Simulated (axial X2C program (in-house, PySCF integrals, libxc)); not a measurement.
# Outer orbitals of WH at 1.705 Å, PBEsol

All values were computed with an in-house relativistic program for diatomic molecules. Spin-free means the one-electron spin-free X2C Hamiltonian; two-component (2c) means X2C with spin–orbit coupling and atomic mean-field two-electron Coulomb and Gaunt terms, so the difference of the two also holds small scalar two-electron terms. Basis: W dyall-v3z [13s14p9d7f2g], H dyall-v3z [6s2p1d] (cores contracted in-house); Gaussian nuclei, density fitting, unrestricted open shells. Masses: W 183.951 u, H 1.008 u.

The distance is close to the 2c PBE0 minimum; the highest filled and lowest empty levels are listed.

Spin-free orbitals, state M_S = 5/2, Λ = 0 (beyond evenly filled blocks: σα, π+α, π-α, δ+α, δ-α) (Löwdin shares):

```csv
symmetry,occupied,ε (eV),atomic character
σα,yes,-31.30,100% W f
π-α,yes,-31.29,100% W f
π+α,yes,-31.29,100% W f
δ-α,yes,-31.27,100% W f
δ+α,yes,-31.27,100% W f
φ-α,yes,-31.21,100% W f
φ+α,yes,-31.21,100% W f
σβ,yes,-30.98,100% W f
π-β,yes,-30.94,100% W f
π+β,yes,-30.94,100% W f
δ-β,yes,-30.87,100% W f
δ+β,yes,-30.87,100% W f
φ-β,yes,-30.86,100% W f
φ+β,yes,-30.86,100% W f
σα,yes,-7.89,"48% H s, 30% W s, 18% W d"
σβ,yes,-7.19,"55% H s, 20% W d, 18% W s"
σα,yes,-5.34,"46% W d, 44% W s, 5% W p"
π-α,yes,-4.48,"96% W d, 3% H p"
π+α,yes,-4.48,"96% W d, 3% H p"
δ-α,yes,-4.41,100% W d
δ+α,yes,-4.41,100% W d
σβ,no,-2.67,"59% W s, 27% W d, 9% W p"
σα,no,-2.55,"60% W p, 23% W d, 10% H s"
π-β,no,-1.74,"95% W d, 4% H p"
π+β,no,-1.74,"95% W d, 4% H p"
```

Spinors with spin–orbit coupling (state Ω = 5/2):

```tsv
ω	occupied	ε (eV)	atomic character	λ mixture
-3/2	yes	-32.41	100% W f	77% δ, 23% π
-5/2	yes	-32.39	100% W f	89% φ, 11% δ
-1/2	yes	-32.39	100% W f	64% π, 36% σ
1/2	yes	-32.34	100% W f	52% σ, 48% π
3/2	yes	-32.24	100% W f	62% δ, 38% π
5/2	yes	-32.16	100% W f	80% φ, 20% δ
7/2	yes	-30.39	100% W f	100% φ
5/2	yes	-30.37	100% W f	80% δ, 20% φ
3/2	yes	-30.32	100% W f	62% π, 38% δ
1/2	yes	-30.30	100% W f	52% π, 48% σ
-1/2	yes	-30.27	100% W f	64% σ, 36% π
-3/2	yes	-30.19	100% W f	77% π, 23% δ
-5/2	yes	-30.08	100% W f	89% δ, 11% φ
-7/2	yes	-30.02	100% W f	100% φ
1/2	yes	-7.89	48% H s, 30% W s, 19% W d	100% σ
-1/2	yes	-7.21	55% H s, 21% W d, 18% W s	100% σ
1/2	yes	-5.34	46% W d, 45% W s, 5% W p	100% σ
-3/2	yes	-4.68	100% W d	99% δ, 1% π
-1/2	yes	-4.63	95% W d, 3% H p	99% π, 1% σ
3/2	yes	-4.37	96% W d, 3% H p	99% π, 1% δ
5/2	yes	-4.14	100% W d	100% δ
-1/2	no	-2.69	59% W s, 26% W d, 10% W p	98% σ, 2% π
1/2	no	-2.60	57% W p, 26% W d, 10% H s	94% σ, 6% π
1/2	no	-1.84	92% W d, 4% H p, 3% W p	95% π, 5% σ
-1/2	no	-1.72	90% W p, 7% W d, 2% H p	87% π, 13% σ
```

Question: How does the gap between the highest filled and lowest empty level change from the spin-free to the 2c table?

Answer: From 1.74 to 1.45 eV at PBEsol, a change of -0.29 eV.

Mulliken charges and populations of the two-component result (they depend on the basis, above all on diffuse functions):

W 0.11 e (s 11.05 p 24.06 d 24.77 f 14.01), H -0.11 e (s 1.08 p 0.03). ⟨Lz⟩ = 0.03 ħ and ⟨Sz⟩ = 2.47 ħ (2.53 and -0.06 on the two atoms), which add up to Ω.

One determinant describes the state; a PBE0 search over occupations chose it and may have missed a lower one. Density functionals use the spin component along the axis (collinear). With several unpaired electrons one determinant need not be a pure state. This is the top spin component of a Σ state; components of lower Ω are not single determinants and can lie lower.
